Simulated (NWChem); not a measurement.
Species: BHBrCl; SMILES BrBCl

```xyz
4

B     -0.7471    -0.5889     0.0000
H     -1.9451    -0.6505     0.0028
Cl     0.1934    -2.0488    -0.0002
Br     0.0874     1.1135    -0.0002
```
Atoms are numbered in this order, from 1.

Program: NWChem. Coordinates come from a PBE0/def2-SVP optimisation. Static field.

For level LDA (Slater exchange, VWN5)/aug-cc-pVDZ:

```yaml
isotropic polarisability (bohr³): 51.4
anisotropy (bohr³): 28.3
```

Question: What are these values for level LC-BLYP (range parameter 0.33 per bohr)/aug-cc-pVDZ?

Answer: 
| Quantity | Value |
|---|---|
| isotropic polarisability (bohr³) | 49.0 |
| anisotropy (bohr³) | 25.0 |
